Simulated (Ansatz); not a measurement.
Relaxation of C2H8OSiTe (13 atoms, charge 0, multiplicity 1), to a largest force component of 0.015 eV/Å in at most 40 steps.

Level of theory: RKS PBE0-D4/def2-SVP (Ansatz).

```xyz
13
Properties=species:S:1:pos:R:3:forces:R:3
C 0.003 0.392 1.765 -1.67 3.21 -0.83
C 1.124 0.314 0.791 1.07 0.14 0.99
Te 1.103 -1.609 -0.175 1.17 -0.67 0.18
Si -0.649 -0.969 -1.696 -1.27 0.59 -0.46
O -0.293 0.421 -2.593 -0.94 1.72 2.13
H 0.008 -0.348 2.518 0.06 -1.14 1.09
H -0.977 0.355 1.206 0.57 -0.12 0.68
H 0.027 1.441 2.255 -0.10 -1.40 -0.38
H 1.075 1.131 0.065 0.13 -0.08 -0.30
H 2.079 0.435 1.379 -0.41 -0.33 -0.87
H -0.979 -2.085 -2.610 0.22 -0.18 -0.16
H -1.929 -0.720 -0.901 0.37 0.12 -0.22
H -0.572 1.207 -1.988 0.81 -1.87 -1.86
```

Question: Where does it end, and by what steps?

Answer: The run converged. After 6 steps the energy has fallen by 0.433 eV; H13 moved furthest, 0.29 Å.

```json
{"step": "0", "energy less start (eV)": "0.0000", "largest force component (eV/Å)": "3.210", "accepted": "yes"}
{"step": "1", "energy less start (eV)": "-0.2647", "largest force component (eV/Å)": "1.200", "accepted": "yes"}
{"step": "2", "energy less start (eV)": "-0.3802", "largest force component (eV/Å)": "0.863", "accepted": "yes"}
{"step": "3", "energy less start (eV)": "-0.4131", "largest force component (eV/Å)": "0.296", "accepted": "yes"}
{"step": "4", "energy less start (eV)": "-0.3448", "largest force component (eV/Å)": "0.668", "accepted": "no"}
{"step": "5", "energy less start (eV)": "-0.4318", "largest force component (eV/Å)": "0.054", "accepted": "yes"}
{"step": "6", "energy less start (eV)": "-0.4325", "largest force component (eV/Å)": "0.014", "accepted": "yes"}
```

```xyz
13
Properties=species:S:1:pos:R:3
C -0.012 0.451 1.855
C 1.107 0.301 0.848
Te 1.149 -1.624 -0.188
Si -0.689 -0.954 -1.729
O -0.318 0.408 -2.618
H 0.044 -0.317 2.639
H -1.004 0.368 1.384
H 0.043 1.439 2.344
H 1.071 1.061 0.054
H 2.098 0.372 1.319
H -0.880 -2.095 -2.665
H -1.945 -0.688 -0.958
H -0.644 1.243 -2.271
```

The run took 22 s on 2 threads of Intel(R) Xeon(R) 6975P-C (Granite Rapids), with other jobs on the host, peak memory 0.35 GiB.
